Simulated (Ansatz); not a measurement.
H2OSe (SMILES O[SeH]) moved off its minimum; all values from Ansatz (a quantum-chemistry and plane-wave program), cores frozen in correlated methods.
(charge 0, multiplicity 1)
```xyz
4

Se    -0.15993     0.00637     0.30929
H     -1.30819    -0.41326    -0.66426
O      1.14191     0.17738    -0.91653
H      1.17937     1.07637    -1.06371
```

**Question.** Give the forces (eV/Å), the total energy and the dipole at CCSD(T)/aug-cc-pVTZ.

**Answer.** 
```tsv
atom	Fx	Fy	Fz
Se1	-1.395	-0.617	-0.450
H2	1.067	0.429	0.833
O3	0.039	-2.925	0.386
H4	0.290	3.114	-0.769
```
Energy -2476.3628 hartree, dipole 1.35 D.
